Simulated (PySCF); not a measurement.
SMILES [SiH3][Al]([SiH3])[Cl] (H₆AlClSi₂), PBE0/def2-SVP optimised geometry.

```
10

Al     0.19     0.72     0.00
Cl     0.88     1.96    -1.58
Si     1.05    -1.57     0.00
H      0.59    -2.30    -1.23
H      0.59    -2.34     1.20
H      2.55    -1.57     0.00
Si    -1.37     1.78     1.58
H     -1.86     0.81     2.60
H     -2.55     2.34     0.85
H     -0.69     2.91     2.29
```

Density from PBE0/def2-TZVP (PySCF) at that geometry.

Minimum of the electron density along straight lines between bonded atoms, close to the bond critical point (lines longer than 1.1 times the sum of covalent radii, or with two minima, are not listed):

```tsv
bond	length / Å	ρ at the minimum / e bohr⁻³	∇²ρ there / e bohr⁻⁵	position (fraction from the first atom)
Al1–Cl2	2.122	0.071	0.29	0.38
Al1–Si3	2.454	0.065	0.01	0.36
Si3–H4	1.499	0.116	0.15	0.49
Si3–H5	1.498	0.116	0.15	0.49
Si3–H6	1.498	0.116	0.15	0.49
Al1–Si7	2.454	0.065	0.01	0.36
Si7–H8	1.498	0.116	0.15	0.49
Si7–H9	1.498	0.116	0.15	0.49
Si7–H10	1.499	0.116	0.15	0.49
```
